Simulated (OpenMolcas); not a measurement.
# Sn: effect of the level shift or regulariser

```yaml
Program: OpenMolcas
Basis: ANO-RCC-VQZP [8s7p5d3f2g]
Scalar_Hamiltonian: DKH2, point nucleus
Active_space: 2 electrons in 3 orbitals (5p)
State_averaging: 2S+1 = 3 even, 3 roots; 2S+1 = 1 even, 6 roots
Spin-orbit_coupling: RASSI with atomic mean-field integrals over the reference wave functions, term energies averaged over their components
```

Methods on the same reference wave functions:
A. CASSCF
B. SS-CASPT2, IPEA 0.25 Eh, imaginary shift 0.1 Eh (closed shells correlated: 4d 5s)
C. SS-CASPT2, IPEA 0.25 Eh, imaginary shift 0.3 Eh (closed shells correlated: 4d 5s)

Energies in eV above 5s2 5p2 3P0, the measured ground level; measured values from NIST Handbook of Basic Atomic Spectroscopic Data.

| Level | A | B | C | Measured |
| --- | --- | --- | --- | --- |
| 5s2 5p2 3P0 | 0.0000 | 0.0000 | 0.0000 | 0.0000 |
| 5s2 5p2 3P1 | 0.1690 | 0.1828 | 0.1823 | 0.2098 |
| 5s2 5p2 3P2 | 0.3826 | 0.381 | 0.381 | 0.4250 |
| 5s2 5p2 1D2 | 1.2764 | 1.027 | 1.031 | 1.0679 |
| 5s2 5p2 1S0 | 2.6732 | 2.074 | 2.087 | 2.1279 |

Deviations, from unrounded energies. A percentage is the sum of absolute deviations over the sum of measured energies, with the sign that they share, or ± where signs differ.

```tsv
Against measurement	Levels	A	B	C
mean absolute deviation (cm-1)	4	1700	330	300
fine structure of the ground term (%)	2	-13.1	-11.2	-11.2
other terms of the ground configuration (%)	2	+23.6	-3.0	-2.4
```

C lies closest to measurement on these levels and A furthest from it. The largest miss of C in the table is 5s2 5p2 3P2, by -350 cm-1. The ranking rests on the paired levels alone, and a cruder setting can come out closer through cancelling errors.

Between B and C the level of the table that moves most is 5s2 5p2 1S0, by 110 cm-1 (lowest in B, highest in C). Moves below CASPT2's spread within the term are not significant.

The mean deviations of B to C differ by less than CASPT2's widest spread within a term (76 cm-1), so their order carries little weight.

From A to B the spin-free energies of the other terms of 5s2 5p2 shown, above 3P, scale by factors of 0.71 to 0.73.

The lowest spin-free term lies below A's lowest term by 0.500 hartree in B, 0.499 hartree in C.

Term energies are means over components that CASPT2 splits; among the terms shown or strongly mixed into the levels shown the widest spread is 76 cm-1 (5s2 5p2 1D, B). With the s shell closed, the reference lacks s² → p² mixing. Computed and measured levels are paired by configuration, term and J; levels that our copy of the source lacks, or whose pairing is in doubt (as where it misses far off the trend of its configuration), stay unpaired and out of the deviations. Levels of configurations outside the active space are missing.
